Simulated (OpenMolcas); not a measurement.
Exact exchange and the vertical energy of the triplet above the singlet of Si2H6O2

Si2H6O2 has 10 atoms, charge 0, and is taken as a singlet. As SMILES, `O[SiH2][SiH2]O`. Geometry: relaxed at PBE0-D4/def2-TZVP. This is one conformer, not always the lowest.

The vertical energy of the triplet above the singlet y, in eV, basis 6-31G(d); a is the functional's share of exact exchange. Programs: OpenMolcas 26.06.

```
functional     program     a  y (eV)
      BLYP  OpenMolcas     0    4.33
    r2SCAN  OpenMolcas     0    4.53
     B3LYP  OpenMolcas   0.2       ?
      PBE0  OpenMolcas  0.25    4.70
     BHLYP  OpenMolcas   0.5    5.22
```

Question: Fit y = c + s·a to the known rows and predict B3LYP.

Answer: 
1. Means of the 4 rows: a = 0.1875, y = 4.695.
2. Σ(Δa)² = 0.17188, Σ(Δa·Δy) = 0.26375, so the slope is 0.26375/0.17188 = 1.5345.
3. Intercept: 4.695 − (1.5345) × 0.1875 = 4.407. The largest residual of the fit is 0.12.
4. B3LYP: 4.407 + (1.5345) × 0.2 = 4.71 eV.

The run gave 4.73 eV, so the prediction is off by -0.02 eV, within the largest residual. The rows mix families of semi-local functionals, which the line can't see.
